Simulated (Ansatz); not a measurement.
Ansatz (an electronic-structure program) input (B3LYP-D3(BJ)/def2-TZVP):

Ansatz 0.2 input:
```yaml
crystal:
  periodic: [false, false, false]
  atoms:
    - {symbol: Au, position_ang: [0.04597234, 0.01909712, 0.03720549]}
    - {symbol: Cl, position_ang: [-0.31724161, 1.56534713, -1.58194313]}
    - {symbol: O, position_ang: [0.13658963, -2.37897596, 2.01246298]}
    - {symbol: C, position_ang: [0.11142928, -1.51462772, 1.30901599]}
basis:
  gaussian:
    orbitals: def2-TZVP
hamiltonian:
  xc: b3lyp
  dispersion: d3bj
total_charge: 1
magnetization: {spin_polarized: true, initial_magnetization: 1}
phonons: {temperatures: {t_min: 298.15, t_max: 298.15, t_step: 100}}
```

Output:

```
Functional definition: B3LYP
integrals: 0.06 GiB planned
984 factors; their error is unknown
mean field: 0.71 GiB planned
mean field evaluation 1: about -19288.6352 eV, gradient 4.4e1 eV
mean field evaluation 2: about -19267.2537 eV, gradient 8.4e1 eV
mean field evaluation 4: about -19294.9643 eV, gradient 2.5e0 eV
mean field evaluation 8: about -19294.9887 eV, gradient 5.1e-2 eV
mean field evaluation 16: about -19295.0577 eV, gradient 2.2e-3 eV
mean field evaluation 32: about -19295.0577 eV, gradient 5.3e-8 eV
mean field -19295.05766666 eV, -709.0802905900 hartree, gradient 2.2e-8 eV, S^2 0.753673; 3 other end points of the search recorded, 0 dependent functions left out
the calculation of the forces begins
reference -19295.05789368 eV, -709.0802989327 hartree; 25, 24 occupied and 114, 115 virtual orbitals, 984 factors
these checks for a lower state are left out or cut short: stability, starts, cluster_reference, orbital_swaps, neighbouring_geometries, increment
integrals: 0.06 GiB planned
984 factors; their error is unknown
mean field: 0.71 GiB planned
mean field -19295.05762967 eV, -709.0802892305 hartree, gradient 2.9e-6 eV, S^2 0.753674; 0 other end points of the search recorded, 0 dependent functions left out
the calculation of the forces begins
reference -19295.05785670 eV, -709.0802975739 hartree; 25, 24 occupied and 114, 115 virtual orbitals, 984 factors
these checks for a lower state are left out or cut short: stability, starts, cluster_reference, orbital_swaps, neighbouring_geometries, increment
integrals: 0.06 GiB planned
984 factors; their error is unknown
mean field: 0.71 GiB planned
mean field -19295.05765924 eV, -709.0802903172 hartree, gradient 2.9e-6 eV, S^2 0.753671; 0 other end points of the search recorded, 0 dependent functions left out
the calculation of the forces begins
reference -19295.05788623 eV, -709.0802986591 hartree; 25, 24 occupied and 114, 115 virtual orbitals, 984 factors
these checks for a lower state are left out or cut short: stability, starts, cluster_reference, orbital_swaps, neighbouring_geometries, increment
integrals: 0.06 GiB planned
984 factors; their error is unknown
mean field: 0.71 GiB planned
mean field evaluation 64: about -19294.9888 eV, gradient 6.3e-4 eV
mean field -19295.05766072 eV, -709.0802903716 hartree, gradient 3.0e-6 eV, S^2 0.753673; 0 other end points of the search recorded, 0 dependent functions left out
the calculation of the forces begins
reference -19295.05788774 eV, -709.0802987145 hartree; 25, 24 occupied and 114, 115 virtual orbitals, 984 factors
these checks for a lower state are left out or cut short: stability, starts, cluster_reference, orbital_swaps, neighbouring_geometries, increment
integrals: 0.06 GiB planned
984 factors; their error is unknown
mean field: 0.71 GiB planned
mean field -19295.05762887 eV, -709.0802892010 hartree, gradient 2.2e-6 eV, S^2 0.753672; 0 other end points of the search recorded, 0 dependent functions left out
the calculation of the forces begins
reference -19295.05785587 eV, -709.0802975434 hartree; 25, 24 occupied and 114, 115 virtual orbitals, 984 factors
these checks for a lower state are left out or cut short: stability, starts, cluster_reference, orbital_swaps, neighbouring_geometries, increment
integrals: 0.06 GiB planned
984 factors; their error is unknown
mean field: 0.71 GiB planned
mean field -19295.05762974 eV, -709.0802892330 hartree, gradient 3.0e-6 eV, S^2 0.753672; 0 other end points of the search recorded, 0 dependent functions left out
the calculation of the forces begins
reference -19295.05785672 eV, -709.0802975746 hartree; 25, 24 occupied and 114, 115 virtual orbitals, 984 factors
these checks for a lower state are left out or cut short: stability, starts, cluster_reference, orbital_swaps, neighbouring_geometries, increment
integrals: 0.06 GiB planned
984 factors; their error is unknown
mean field: 0.71 GiB planned
mean field evaluation 96: about -19295.0577 eV, gradient 3.0e-6 eV
mean field -19295.05767512 eV, -709.0802909008 hartree, gradient 3.0e-6 eV, S^2 0.753673; 0 other end points of the search recorded, 0 dependent functions left out
the calculation of the forces begins
reference -19295.05790216 eV, -709.0802992445 hartree; 25, 24 occupied and 114, 115 virtual orbitals, 984 factors
these checks for a lower state are left out or cut short: stability, starts, cluster_reference, orbital_swaps, neighbouring_geometries, increment
integrals: 0.06 GiB planned
984 factors; their error is unknown
mean field: 0.71 GiB planned
mean field -19295.05767995 eV, -709.0802910782 hartree, gradient 1.6e-6 eV, S^2 0.753673; 0 other end points of the search recorded, 0 dependent functions left out
the calculation of the forces begins
reference -19295.05790698 eV, -709.0802994214 hartree; 25, 24 occupied and 114, 115 virtual orbitals, 984 factors
these checks for a lower state are left out or cut short: stability, starts, cluster_reference, orbital_swaps, neighbouring_geometries, increment
integrals: 0.06 GiB planned
984 factors; their error is unknown
mean field: 0.71 GiB planned
mean field -19295.05763394 eV, -709.0802893875 hartree, gradient 1.5e-6 eV, S^2 0.753673; 0 other end points of the search recorded, 0 dependent functions left out
the calculation of the forces begins
reference -19295.05786094 eV, -709.0802977296 hartree; 25, 24 occupied and 114, 115 virtual orbitals, 984 factors
these checks for a lower state are left out or cut short: stability, starts, cluster_reference, orbital_swaps, neighbouring_geometries, increment
integrals: 0.06 GiB planned
984 factors; their error is unknown
mean field: 0.71 GiB planned
mean field -19295.05758160 eV, -709.0802874641 hartree, gradient 2.9e-6 eV, S^2 0.753673; 0 other end points of the search recorded, 0 dependent functions left out
the calculation of the forces begins
reference -19295.05780864 eV, -709.0802958076 hartree; 25, 24 occupied and 114, 115 virtual orbitals, 984 factors
these checks for a lower state are left out or cut short: stability, starts, cluster_reference, orbital_swaps, neighbouring_geometries, increment
integrals: 0.06 GiB planned
984 factors; their error is unknown
mean field: 0.71 GiB planned
mean field evaluation 128: about -19295.0575 eV, gradient 1.9e-6 eV
mean field -19295.05754825 eV, -709.0802862383 hartree, gradient 1.9e-6 eV, S^2 0.753672; 0 other end points of the search recorded, 0 dependent functions left out
the calculation of the forces begins
reference -19295.05777524 eV, -709.0802945801 hartree; 25, 24 occupied and 114, 115 virtual orbitals, 984 factors
these checks for a lower state are left out or cut short: stability, starts, cluster_reference, orbital_swaps, neighbouring_geometries, increment
integrals: 0.06 GiB planned
984 factors; their error is unknown
mean field: 0.71 GiB planned
mean field -19295.05748263 eV, -709.0802838271 hartree, gradient 2.2e-6 eV, S^2 0.753672; 0 other end points of the search recorded, 0 dependent functions left out
the calculation of the forces begins
reference -19295.05770962 eV, -709.0802921687 hartree; 25, 24 occupied and 114, 115 virtual orbitals, 984 factors
these checks for a lower state are left out or cut short: stability, starts, cluster_reference, orbital_swaps, neighbouring_geometries, increment
integrals: 0.06 GiB planned
984 factors; their error is unknown
mean field: 0.71 GiB planned
mean field -19295.05753065 eV, -709.0802855917 hartree, gradient 2.2e-6 eV, S^2 0.753673; 0 other end points of the search recorded, 0 dependent functions left out
the calculation of the forces begins
reference -19295.05775769 eV, -709.0802939354 hartree; 25, 24 occupied and 114, 115 virtual orbitals, 984 factors
these checks for a lower state are left out or cut short: stability, starts, cluster_reference, orbital_swaps, neighbouring_geometries, increment
integrals: 0.06 GiB planned
984 factors; their error is unknown
mean field: 0.71 GiB planned
mean field -19295.05757406 eV, -709.0802871869 hartree, gradient 2.9e-6 eV, S^2 0.753671; 0 other end points of the search recorded, 0 dependent functions left out
the calculation of the forces begins
reference -19295.05780106 eV, -709.0802955290 hartree; 25, 24 occupied and 114, 115 virtual orbitals, 984 factors
these checks for a lower state are left out or cut short: stability, starts, cluster_reference, orbital_swaps, neighbouring_geometries, increment
integrals: 0.06 GiB planned
984 factors; their error is unknown
mean field: 0.71 GiB planned
mean field evaluation 160: about -19295.0575 eV, gradient 3.0e-6 eV
mean field -19295.05753251 eV, -709.0802856601 hartree, gradient 3.0e-6 eV, S^2 0.753674; 0 other end points of the search recorded, 0 dependent functions left out
the calculation of the forces begins
reference -19295.05775954 eV, -709.0802940033 hartree; 25, 24 occupied and 114, 115 virtual orbitals, 984 factors
these checks for a lower state are left out or cut short: stability, starts, cluster_reference, orbital_swaps, neighbouring_geometries, increment
integrals: 0.06 GiB planned
984 factors; their error is unknown
mean field: 0.71 GiB planned
mean field -19295.05747749 eV, -709.0802836380 hartree, gradient 2.0e-6 eV, S^2 0.753673; 0 other end points of the search recorded, 0 dependent functions left out
the calculation of the forces begins
reference -19295.05770451 eV, -709.0802919809 hartree; 25, 24 occupied and 114, 115 virtual orbitals, 984 factors
these checks for a lower state are left out or cut short: stability, starts, cluster_reference, orbital_swaps, neighbouring_geometries, increment
integrals: 0.06 GiB planned
984 factors; their error is unknown
mean field: 0.71 GiB planned
mean field -19295.05750733 eV, -709.0802847347 hartree, gradient 2.2e-6 eV, S^2 0.753672; 0 other end points of the search recorded, 0 dependent functions left out
the calculation of the forces begins
reference -19295.05773434 eV, -709.0802930771 hartree; 25, 24 occupied and 114, 115 virtual orbitals, 984 factors
Total energy: -19295.23745763 eV, -709.0868977863 hartree
Atom 0 at     0.045972     0.019097     0.037205 Å, force    -0.000967    -0.000897    -0.000396 eV/Å
Atom 1 at    -0.317242     1.565347    -1.581943 Å, force     0.000283     0.000132     0.000218 eV/Å
Atom 2 at     0.136590    -2.378976     2.012463 Å, force    -0.000704    -0.000178    -0.000659 eV/Å
Atom 3 at     0.111429    -1.514628     1.309016 Å, force     0.001388     0.000943     0.000837 eV/Å
Dipole moment:     0.000569    -0.055842     0.044249 e Å
Vibrations: 51.33 304.93 318.26 330.92 364.72 2305.72 cm⁻¹, zero-point energy 0.227876 eV
```

The spin state was set by rule; other spins were not relaxed.
